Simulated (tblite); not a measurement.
C₂H₁₁BrGeSi₂.
Numbering: `[CH3:1][SiH:2]([CH3:3])[GeH2:4][SiH2:5][Br:6]` (hydrogens: H7, H8, H9 on C1; H10 on Si2; H11, H12, H13 on C3; H14, H15 on Ge4; H16, H17 on Si5)

Computed with GFN2-xTB (tblite), gas phase: L-BFGS steps from a force-field or distance-geometry start until the largest atomic force falls under 0.01 eV/Å.

Step 11: E = -528.0647 eV
```
atom  x, y, z in Å  |  force x, y, z in eV/Å
C1     -1.4505   -1.4407   -0.5151   -0.025   0.107   0.079
Si2    -1.2680    0.0304    0.6849    0.126   0.012  -0.001
C3     -1.3123    1.6565   -0.3006   -0.021  -0.111   0.057
Ge4     0.9069   -0.1382    1.6006    0.048  -0.043  -0.077
Si5     2.5887   -0.3164   -0.0128   -0.058   0.029   0.042
Br6     2.6340    1.6166   -1.1244    0.013   0.040  -0.004
H7     -1.3562   -2.3942   -0.0019   -0.022   0.027   0.011
H8     -2.4200   -1.4139   -0.9994   -0.042  -0.075  -0.052
H9     -0.6925   -1.4086   -1.2951   -0.020   0.018   0.019
H10    -2.2697   -0.0211    1.7615   -0.038   0.002  -0.078
H11    -1.0801    2.5088    0.3324   -0.037  -0.007   0.006
H12    -2.2933    1.8128   -0.7338   -0.051   0.095  -0.052
H13    -0.5867    1.6522   -1.1119   -0.027  -0.013   0.023
H14     1.2765    0.9625    2.5687    0.024   0.007  -0.019
H15     1.1066   -1.3410    2.4957   -0.007  -0.030   0.036
H16     3.9712   -0.5086    0.4030    0.051  -0.019  -0.034
H17     2.2386   -1.2451   -1.0895    0.086  -0.040   0.045
```

Step 12: E = -528.0677 eV
```
atom  x, y, z in Å  |  force x, y, z in eV/Å
C1     -1.4545   -1.4387   -0.5139   -0.022   0.061   0.040
Si2    -1.2698    0.0312    0.6821    0.144   0.008   0.050
C3     -1.3166    1.6560   -0.2998   -0.024  -0.056   0.027
Ge4     0.9073   -0.1404    1.6046    0.052  -0.034  -0.168
Si5     2.5927   -0.3153   -0.0131   -0.065  -0.009   0.077
Br6     2.6353    1.6173   -1.1240    0.011   0.047  -0.009
H7     -1.3579   -2.3919   -0.0016   -0.017   0.010   0.034
H8     -2.4223   -1.4194   -1.0019   -0.041  -0.048  -0.044
H9     -0.6942   -1.4055   -1.2906   -0.006   0.014  -0.013
H10    -2.2716   -0.0212    1.7549   -0.067   0.002  -0.034
H11    -1.0830    2.5082    0.3320   -0.030   0.001   0.025
H12    -2.2953    1.8196   -0.7366   -0.042   0.064  -0.039
H13    -0.5890    1.6497   -1.1083   -0.010  -0.005  -0.008
H14     1.2798    0.9604    2.5692    0.024   0.025  -0.004
H15     1.1087   -1.3407    2.4998   -0.007  -0.050   0.047
H16     3.9782   -0.5093    0.3985    0.016  -0.008  -0.037
H17     2.2453   -1.2479   -1.0890    0.084  -0.021   0.058
```

Step 13: E = -528.0704 eV
```
atom  x, y, z in Å  |  force x, y, z in eV/Å
C1     -1.4588   -1.4361   -0.5122   -0.016  -0.005  -0.013
Si2    -1.2693    0.0321    0.6806    0.103   0.002   0.086
C3     -1.3214    1.6549   -0.2987   -0.025   0.020  -0.013
Ge4     0.9085   -0.1432    1.6057    0.054  -0.022  -0.173
Si5     2.5959   -0.3144   -0.0122   -0.029  -0.031   0.071
Br6     2.6369    1.6187   -1.1238    0.007   0.036  -0.003
H7     -1.3600   -2.3893   -0.0007   -0.012   0.004   0.048
H8     -2.4252   -1.4258   -1.0050   -0.022  -0.013  -0.020
H9     -0.6961   -1.4022   -1.2864   -0.002   0.009  -0.032
H10    -2.2747   -0.0212    1.7478   -0.076   0.002   0.001
H11    -1.0863    2.5076    0.3320   -0.024   0.001   0.035
H12    -2.2979    1.8275   -0.7400   -0.017   0.021  -0.013
H13    -0.5915    1.6471   -1.1047   -0.001   0.003  -0.029
H14     1.2835    0.9586    2.5694    0.016   0.024  -0.010
H15     1.1107   -1.3412    2.5047   -0.010  -0.049   0.036
H16     3.9853   -0.5101    0.3934   -0.023   0.004  -0.036
H17     2.2535   -1.2510   -1.0875    0.077  -0.005   0.065
```

Step 14: E = -528.0723 eV
```
atom  x, y, z in Å  |  force x, y, z in eV/Å
C1     -1.4621   -1.4342   -0.5112   -0.006  -0.044  -0.040
Si2    -1.2670    0.0328    0.6811    0.026  -0.002   0.078
C3     -1.3252    1.6544   -0.2982   -0.016   0.064  -0.033
Ge4     0.9107   -0.1456    1.6037    0.050  -0.014  -0.100
Si5     2.5978   -0.3142   -0.0104    0.022  -0.025   0.031
Br6     2.6381    1.6204   -1.1237    0.003   0.010   0.012
H7     -1.3617   -2.3873    0.0008   -0.007   0.007   0.049
H8     -2.4275   -1.4305   -1.0075   -0.001   0.015   0.004
H9     -0.6976   -1.3998   -1.2839   -0.007   0.002  -0.036
H10    -2.2783   -0.0212    1.7426   -0.065   0.003   0.018
H11    -1.0892    2.5070    0.3327   -0.019  -0.001   0.035
H12    -2.3000    1.8334   -0.7426    0.004  -0.015   0.009
H13    -0.5935    1.6453   -1.1027   -0.001   0.012  -0.034
H14     1.2863    0.9577    2.5692    0.006   0.007  -0.032
H15     1.1117   -1.3424    2.5086   -0.014  -0.029   0.009
H16     3.9897   -0.5106    0.3890   -0.039   0.012  -0.028
H17     2.2608   -1.2534   -1.0851    0.065  -0.002   0.060
```

Question: Estimate the geometry and energy of step 15. (The exact step hangs on the optimiser's Hessian estimate; all steps are aligned on step 14, rigid shifts and turns removed.)

Answer: E = -528.0734 eV, largest force 0.070 eV/Å
```
atom  x, y, z in Å  |  force x, y, z in eV/Å
C1     -1.4637   -1.4336   -0.5111    0.005  -0.041  -0.032
Si2    -1.2649    0.0331    0.6827   -0.036  -0.001   0.035
C3     -1.3271    1.6549   -0.2983    0.000   0.056  -0.024
Ge4     0.9130   -0.1472    1.6006    0.035  -0.012  -0.017
Si5     2.5989   -0.3143   -0.0089    0.050  -0.004  -0.010
Br6     2.6388    1.6215   -1.1234    0.000  -0.011   0.024
H7     -1.3628   -2.3860    0.0026   -0.005   0.009   0.038
H8     -2.4289   -1.4326   -1.0088    0.009   0.028   0.018
H9     -0.6985   -1.3985   -1.2835   -0.012  -0.006  -0.032
H10    -2.2813   -0.0211    1.7403   -0.047   0.004   0.019
H11    -1.0911    2.5067    0.3337   -0.015   0.002   0.027
H12    -2.3012    1.8362   -0.7438    0.009  -0.031   0.019
H13    -0.5945    1.6447   -1.1023   -0.006   0.019  -0.028
H14     1.2877    0.9575    2.5681    0.000  -0.010  -0.050
H15     1.1118   -1.3437    2.5106   -0.016  -0.007  -0.016
H16     3.9910   -0.5107    0.3864   -0.024   0.013  -0.014
H17     2.2659   -1.2547   -1.0825    0.054  -0.010   0.044
```

The energy changes by -0.0011 eV. The first-order estimate −F·Δx gives -0.0016 eV and the mean of the old and new forces, exact on a quadratic surface, -0.0011 eV. The step makes an angle of 55° with the force vector and moves no atom by more than 0.006 Å.

The cost below is that of the whole relaxation. Hardware: one thread of an Intel Xeon at 2.50 GHz, shared host. Cost: 4.9 s wall.
